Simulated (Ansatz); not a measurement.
A nudged elastic band was laid between two geometries of C₂H₇FN₂Te (13 atoms, charge 0, multiplicity 1).

The calculation used Ansatz, RKS B3LYP/def2-SVP.

```
movable images  : 7
climbing image  : yes
spring          : 5.0 eV/Å²
optimiser       : quadratic models (default)
start path      : through a guess of the saddle point
force threshold : 0.2 eV/Å
iteration limit : 32
end points      : relaxed
```

Image 0:

```xyz
13
Properties=species:S:1:pos:R:3
C -1.024 -1.811 1.190
Te 1.009 -1.089 0.881
C 0.363 0.734 -0.326
N 0.153 0.556 -1.716
N 1.373 1.690 -0.120
F -0.881 1.093 0.207
H -1.395 -2.328 0.296
H -1.004 -2.505 2.041
H -1.646 -0.939 1.424
H 0.993 0.201 -2.168
H -0.619 -0.081 -1.900
H 1.180 2.540 -0.655
H 1.516 1.904 0.863
```

Image 8:

```xyz
13
Properties=species:S:1:pos:R:3
C -0.993 -1.815 1.191
Te 0.981 -0.908 1.229
C 0.336 0.666 -0.214
N 0.049 0.087 -1.483
N 1.351 1.660 -0.225
F -0.883 1.182 0.236
H -1.281 -1.895 0.135
H -0.923 -2.811 1.648
H -1.698 -1.183 1.742
H 0.895 -0.262 -1.928
H -0.420 0.761 -2.092
H 1.143 2.388 -0.913
H 1.464 2.095 0.691
```

What changes between the two ends?

No bond is made or broken. The height of N4 over the plane of its neighbours goes from 0.35 to -0.35 Å.

Give the energies along the band, and the barrier.

The forces met the threshold. The highest image is number 5 of 0 to 8, 0.202 eV above the first end and 0.075 eV above the last; the last end lies 0.126 eV above the first. The threshold of 0.2 eV/Å is loose, so the images may lie well off the minimum-energy path. Another band between the same ends (7 images) ends at a top of the same energy, where a vibrational analysis finds 1 clearly imaginary mode.

```
image  path coordinate (Å)  energy (eV)  height of N4 over the plane of its neighbours (Å)
    0                 0.00        0.000                                               0.35
    1                 0.27        0.002                                               0.35
    2                 0.55        0.008                                               0.33
    3                 0.82        0.022                                               0.31
    4                 1.10        0.112                                               0.17
    5                 1.37        0.202                                              -0.09
    6                 1.65        0.163                                              -0.27
    7                 1.93        0.134                                              -0.34
    8                 2.21        0.126                                              -0.35
```

What is the geometry of the highest image?


```xyz
13
Properties=species:S:1:pos:R:3:forces:R:3
C -0.990 -1.787 1.168 -0.02 -0.02 -0.03
Te 0.990 -0.906 1.271 0.02 0.04 0.04
C 0.377 0.687 -0.236 0.00 -0.05 0.00
N 0.152 0.199 -1.530 0.00 0.04 0.09
N 1.391 1.667 -0.187 0.00 0.05 0.02
F -0.868 1.157 0.203 -0.02 -0.03 -0.01
H -1.212 -1.976 0.109 -0.02 0.01 0.00
H -0.978 -2.735 1.722 0.00 -0.01 0.01
H -1.720 -1.093 1.602 0.00 -0.01 -0.01
H 0.947 -0.011 -2.116 -0.03 -0.01 -0.05
H -0.769 0.303 -1.928 0.01 -0.01 -0.05
H 1.172 2.440 -0.820 0.03 -0.02 0.00
H 1.529 2.020 0.759 0.03 0.01 -0.01
```

Run time: 4.7 min on 2 threads of Arm Neoverse V1, on a shared host, peak memory 0.43 GiB.
